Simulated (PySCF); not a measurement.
Compound: C5H4F3N.
Bonds: F1–C2, C2–F3, C2–F4, C2–C5, C5–C6 (aromatic), C6–C7 (aromatic), C7–N8 (aromatic), N8–C9 (aromatic), C5–C9 (aromatic). Hydrogens: H10 on C6; H11 on C7; H12 on N8; H13 on C9.

NICS = −σ at a ghost point: NICS(0) at the centroid of the ring atoms, NICS(1) 1 Å to either side along the normal of their mean plane, zz for the tensor component along that normal. Level: GIAO PBE0/pcSseg-1 (PySCF, non-relativistic, gas phase) on the GFN2-xTB geometry, one conformer.

Ring bond lengths (Å), with Mayer bond orders in brackets: C5–C6 1.414 (1.33), C6–C7 1.366 (1.53), C7–N8 1.359 (1.14), N8–C9 1.351 (1.19), C9–C5 1.375 (1.46).

**Question.** Give the NICS values of each ring in ppm.

**Answer.** 
```tsv
ring	type	NICS(0)	NICS(1), two faces	NICS(1)zz, two faces	rms pucker (Å)	centre to ring atoms, mean (Å)
C5–C6–C7–N8–C9	5-membered ring with N; formal bonds all aromatic	-14.6	-11.2 / -11.4	-29.9 / -30.3	0.00	1.17
```

**Question.** What can be read from them?

**Answer.** 
- C5–C6–C7–N8–C9: mean NICS(1)zz -30.1 ppm, shielded, aromatic by this magnetic criterion (flat ring, no four-coordinate atom).

**Question.** How equal are the bonds by HOMA? Use HOMA with the parameters of Krygowski (1993).

**Answer.** 
- C5–C6–C7–N8–C9: HOMA 0.91; the largest term is that of C5–C6, α(R − Ropt)² = 0.17. The geometric and the magnetic index point the same way.

**Question.** What is the mean of the two in-plane components of NICS at the first NICS(1) probe listed for ring C5–C6–C7–N8–C9, 1 Å off the ring?

**Answer.** The isotropic value is a third of the trace: (3 × -11.2 − (-29.9))/2 = -1.8 ppm.

**Question.** List the ring angles and the Hirshfeld charges of the ring atoms.

**Answer.** 
- C5–C6–C7–N8–C9: C5 107.5° (-0.084 e), C6 106.5° (-0.093 e), C7 108.5° (-0.027 e), N8 109.8° (-0.052 e), C9 107.6° (-0.023 e); sum 540.0° against 540° for a flat convex ring.

The run took 19 s of wall time (with the writing of density and orbital grids) on one thread, Intel Xeon 6975P-C (x86_64) (shared host), and the process peaked at 0.84 GiB of memory. This is the whole shielding run at PBE0/pcSseg-1, SCF included.

Conformer computed: `[F:1][C:2]([F:3])([F:4])[c:5]1[cH:6][cH:7][nH:8][cH:9]1`: F1–C2–C5–C6 33°.
